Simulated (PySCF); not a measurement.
C2H10FNSi2, SMILES [SiH2](CF)NC[SiH3]. Geometry: B3LYP-D3(BJ)/def2-SVP. This is a generated structure with no PubChem entry under its InChIKey; it may be hypothetical. The values are those of a single conformer.

**Question.** Give the equilibrium geometry at B3LYP-D3(BJ)/def2-SVP (PySCF confirms it by a frequency run) as a Z-matrix. (Estimate from the structure and the level; the computed values follow.)

**Answer.** This is not unique; one that fits is 
```
N
H 1 1.0154
C 1 1.4598 2 114.17
H 3 1.1048 1 109.14 2 -175.39
H 3 1.1096 4 105.51 1 122.08
Si 1 1.7315 2 117.74 3 160.05
H 6 1.4882 1 106.88 2 26.89
H 6 1.4957 7 111.72 1 -119.92
Si 3 1.9014 4 107.32 5 117.64
H 9 1.4905 3 110.14 4 54.67
H 9 1.4940 10 108.72 3 -118.97
H 9 1.4942 10 109.44 11 -118.76
C 6 1.9057 7 108.43 8 -116.54
F 13 1.3948 6 109.31 7 -57.86
H 13 1.1064 14 108.70 6 121.82
H 13 1.1068 15 106.96 14 -117.55
```
Charge 0, spin multiplicity 1.
